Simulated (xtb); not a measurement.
The multiplicity is imposed and other spin states were not computed.

Computed with xtb with GFN2-xTB.

```
xtb start.xyz --ohess tight --gfn 2 --chrg 0 --uhf 0 --iterations 400

# start.xyz
7

Cu     0.000000     0.000000     0.000000
N      1.754793    -0.500918    -1.101397
H      2.019196     0.253535    -1.748493
H      1.616047    -1.353287    -1.660021
H      2.554674    -0.667205    -0.476592
C     -1.661025     0.474152     1.042538
N     -2.617772     0.747265     1.643039
```

Output:

```
[...]
        12        2.0000           -0.3332024              -9.0669
        13        2.0000           -0.3332023              -9.0669
        14        2.0000           -0.3299391              -8.9781 (HOMO)
        15                         -0.1574510              -4.2845 (LUMO)
        16                         -0.1574509              -4.2845
        17                         -0.0700206              -1.9054
        18                         -0.0066802              -0.1818
        19                         -0.0066789              -0.1817
       ...                                ...                  ...
        24                          1.0715519              29.1584
      -------------------------------------------------------------
                  HL-Gap            0.1724881 Eh            4.6936 eV
             Fermi-level           -0.2436950 Eh           -6.6313 eV


         :::::::::::::::::::::::::::::::::::::::::::::::::::::
         ::                     SUMMARY                     ::
         :::::::::::::::::::::::::::::::::::::::::::::::::::::
         :: total energy             -13.355864813634 Eh    ::
         :: gradient norm              0.000087298202 Eh/a0 ::
         :: HOMO-LUMO gap              4.693640429849 eV    ::
         ::.................................................::
         :: SCC energy               -13.513849428927 Eh    ::
         :: -> isotropic ES            0.028936482451 Eh    ::
         :: -> anisotropic ES          0.007097265063 Eh    ::
         :: -> anisotropic XC          0.002777909951 Eh    ::
         :: -> dispersion             -0.002614643069 Eh    ::
         :: repulsion energy           0.157984615293 Eh    ::
         :: add. restraining           0.000000000000 Eh    ::
         :: total charge               0.000000000000 e     ::
         :::::::::::::::::::::::::::::::::::::::::::::::::::::

           -------------------------------------------------
          |                Numerical Hessian                |
           -------------------------------------------------
step length          :   0.00500
SCC accuracy         :   0.30000
Hessian scale factor :   1.00000
frozen atoms in %    :   0.00000    0
RMS gradient         :   0.00009
estimated CPU  time      0.00 min
estimated wall time      0.00 min

writing file <hessian>.

 projected vibrational frequencies (cm⁻¹)
eigval :       -0.00     0.00     0.00     0.00     0.00     0.00
eigval :       88.27    88.27   287.25   290.49   290.56   477.04
eigval :      498.56   498.70  1179.59  1495.94  1496.05  2306.91
eigval :     3355.12  3377.17  3377.21
           -------------------------------------------------
          |                Property Printout                |
           -------------------------------------------------

    * Orbital Energies and Occupations

         #    Occupation            Energy/Eh            Energy/eV
      -------------------------------------------------------------
         1        2.0000           -0.6848787             -18.6365
         2        2.0000           -0.5892606             -16.0346
         3        2.0000           -0.5892597             -16.0346
         4        2.0000           -0.5798595             -15.7788
         5        2.0000           -0.5201604             -14.1543
         6        2.0000           -0.4641604             -12.6304
         7        2.0000           -0.4106039             -11.1731
         8        2.0000           -0.4106039             -11.1731
         9        2.0000           -0.3560174              -9.6877
        10        2.0000           -0.3492699              -9.5041
        11        2.0000           -0.3492699              -9.5041
        12        2.0000           -0.3332025              -9.0669
        13        2.0000           -0.3332025              -9.0669
        14        2.0000           -0.3299392              -8.9781 (HOMO)
        15                         -0.1574508              -4.2845 (LUMO)
        16                         -0.1574508              -4.2845
        17                         -0.0700203              -1.9053
        18                         -0.0066801              -0.1818
        19                         -0.0066788              -0.1817
        20                          0.1369050               3.7254
        21                          0.1369104               3.7255
        22                          0.2044247               5.5627
        23                          0.3930316              10.6949
        24                          1.0715521              29.1584
      -------------------------------------------------------------
                  HL-Gap            0.1724884 Eh            4.6936 eV
             Fermi-level           -0.2436950 Eh           -6.6313 eV

     #   Z          covCN         q      C6AA      α(0)
     1  29 Cu       1.649    -0.042   150.126    27.900
     2   7 N        3.352    -0.273    27.048     7.724
     3   1 H        0.860     0.199     1.113     1.653
     4   1 H        0.860     0.199     1.113     1.653
     5   1 H        0.860     0.199     1.113     1.653
     6   6 C        1.786     0.001    31.191     9.027
     7   7 N        0.911    -0.282    27.276     7.553

 Mol. C6AA /au·bohr⁶  :        960.110716
 Mol. C8AA /au·bohr⁸  :      39223.402354
 Mol. α(0) /au        :         57.162511

Wiberg/Mayer (AO) data.
largest (>0.10) Wiberg bond orders for each atom

 ---------------------------------------------------------------------------
     #   Z sym  total        # sym  WBO       # sym  WBO       # sym  WBO
 ---------------------------------------------------------------------------
     1  29 Cu   1.615 --     6 C    0.942     2 N    0.548
     2   7 N    3.416 --     3 H    0.945     4 H    0.945     5 H    0.945
                             1 Cu   0.548
     3   1 H    0.960 --     2 N    0.945
     4   1 H    0.960 --     2 N    0.945
     5   1 H    0.960 --     2 N    0.945
     6   6 C    3.885 --     7 N    2.913     1 Cu   0.942
     7   7 N    3.000 --     6 C    2.913
 ---------------------------------------------------------------------------

Topologies differ in total number of bonds
Writing topology from bond orders to xtbtopo.mol

molecular dipole:
                 x           y           z       tot (Debye)
 q only:        2.619      -0.748      -1.644
   full:        3.648      -1.042      -2.290      11.264
molecular quadrupole (traceless):
                xx          xy          yy          xz          yz          zz
 q only:       -0.926       0.520       0.748       1.144      -0.326       0.178
  q+dip:       -1.092       0.613       0.882       1.349      -0.385       0.210
   full:       -2.833       1.591       2.288       3.499      -0.999       0.545

           -------------------------------------------------
          |                Geometry Summary                 |
           -------------------------------------------------

      molecular mass/u    :      106.5940045
   center of mass at/Å    :       -0.1776030       0.0506722       0.1115779
  moments of inertia/u·Å² :        0.2785734E+01   0.2315944E+03   0.2315944E+03
rotational constants/cm⁻¹ :        0.6051415E+01   0.7278946E-01   0.7278945E-01

 * 6 selected distances

     #   Z          #   Z                                           value/Å
     1  29 Cu       2   7 N                                       1.9572431 (max)
     2   7 N        3   1 H                                       1.0190212
     2   7 N        4   1 H                                       1.0190195
     2   7 N        5   1 H                                       1.0190153 (min)
     1  29 Cu       6   6 C                                       1.8630760
     6   6 C        7   7 N                                       1.1534946

 * 4 distinct bonds (by element types)

   Z      Z             #   av. dist./Å        max./Å        min./Å
   1 H    7 N           3     1.0190187     1.0190212     1.0190153
   6 C    7 N           1     1.1534946     1.1534946     1.1534946
   6 C   29 Cu          1     1.8630760     1.8630760     1.8630760
   7 N   29 Cu          1     1.9572431     1.9572431     1.9572431
Molecule has the following symmetry elements: (C3) 3*(sigma)
It seems to be the C3v point group

           -------------------------------------------------
          |               Frequency Printout                |
           -------------------------------------------------
 projected vibrational frequencies (cm⁻¹)
eigval :       -0.00     0.00     0.00     0.00     0.00     0.00
eigval :       88.27    88.27   287.25   290.49   290.56   477.04
eigval :      498.56   498.70  1179.59  1495.94  1496.05  2306.91
eigval :     3355.12  3377.17  3377.21
 reduced masses (amu)
   1: 42.77   2: 35.15   3: 38.73   4:  7.13   5: 13.57   6: 19.76   7: 27.74   8: 27.74
   9: 12.18  10: 14.73  11: 14.73  12: 33.03  13:  3.69  14:  3.69  15:  3.30  16:  1.81
  17:  1.81  18: 12.90  19:  1.22  20:  2.04  21:  2.04
 IR intensities (km·mol⁻¹)
   1:  0.03   2:  6.69   3:  3.66   4:  0.25   5: 20.53   6: 15.11   7:  1.34   8:  1.34
   9:  2.42  10:  0.18  11:  0.18  12:  4.32  13: 79.62  14: 79.68  15:376.38  16: 42.92
  17: 43.17  18: 72.90  19:  0.11  20: 23.85  21: 23.83
 Raman intensities (Ä⁴*amu⁻¹)
   1:  0.00   2:  0.00   3:  0.00   4:  0.00   5:  0.00   6:  0.00   7:  0.00   8:  0.00
   9:  0.00  10:  0.00  11:  0.00  12:  0.00  13:  0.00  14:  0.00  15:  0.00  16:  0.00
  17:  0.00  18:  0.00  19:  0.00  20:  0.00  21:  0.00
 output can be read by thermo (or use thermo option).
 writing <g98.out> molden fake output.
 recommended (thermochemical) frequency scaling factor: 1.0
           -------------------------------------------------
          |             Thermodynamic Functions             |
           -------------------------------------------------

c3v symmetry found (for desy threshold:  0.10E+00) used in thermo

          ...................................................
          :                      SETUP                      :
          :.................................................:
          :  # frequencies                          15      :
          :  # imaginary freq.                       0      :
          :  linear?                             false      :
          :  only rotor calc.                    false      :
          :  symmetry                              c3v      :
          :  rotational number                       3      :
          :  scaling factor                  1.0000000      :
          :  rotor cutoff                   50.0000000 cm⁻¹ :
          :  imag. cutoff                  -20.0000000 cm⁻¹ :
          :.................................................:

    mode    ω/cm⁻¹     T·S(HO)/kcal·mol⁻¹    T·S(FR)/kcal·mol⁻¹   T·S(vib)
   ------------------------------------------------------------------------
       1     88.27    -1.10260 ( 90.66%)    -0.88782 (  9.34%)    -1.08255
       2     88.27    -1.10259 ( 90.67%)    -0.88782 (  9.33%)    -1.08254
       3    287.25    -0.44427 ( 99.91%)    -0.53851 (  0.09%)    -0.44436
       4    290.49    -0.43861 ( 99.91%)    -0.53519 (  0.09%)    -0.43870
       5    290.56    -0.43849 ( 99.91%)    -0.53512 (  0.09%)    -0.43858
   ------------------------------------------------------------------------

   temp. (K)  partition function   enthalpy   heat capacity  entropy
                                   cal/mol     cal/K/mol   cal/K/mol   J/K/mol
 298.15  VIB   26.3                 2218.620     12.995     13.806
         ROT  0.984E+04              888.752      2.981     21.253
         INT  0.259E+06             3107.372     15.976     35.058
         TR   0.106E+28             1481.254      4.968     39.890
         TOT                        4588.6259    20.9438    74.9486   313.5849

       T/K    H(0)-H(T)+PV         H(T)/Eh          T*S/Eh         G(T)/Eh
   ------------------------------------------------------------------------
    298.15    0.731244E-02    0.508417E-01    0.356105E-01    0.152312E-01
   ------------------------------------------------------------------------

         :::::::::::::::::::::::::::::::::::::::::::::::::::::
         ::                  THERMODYNAMIC                  ::
         :::::::::::::::::::::::::::::::::::::::::::::::::::::
         :: total free energy         -13.340633641789 Eh   ::
         ::.................................................::
         :: total energy              -13.355864813714 Eh   ::
         :: zero point energy           0.043529220460 Eh   ::
         :: G(RRHO) w/o ZPVE           -0.028298048535 Eh   ::
         :: G(RRHO) contrib.            0.015231171925 Eh   ::
         :::::::::::::::::::::::::::::::::::::::::::::::::::::

optimized geometry written to: xtbopt.xyz

           -------------------------------------------------
          | TOTAL ENERGY              -13.355864813714 Eh   |
          | TOTAL ENTHALPY            -13.305023152375 Eh   |
          | TOTAL FREE ENERGY         -13.340633641789 Eh   |
          | GRADIENT NORM               0.000087212995 Eh/α |
          | HOMO-LUMO GAP               4.693648563820 eV   |
           -------------------------------------------------

------------------------------------------------------------------------
```

Cost: around 0.09 core-seconds (rough).
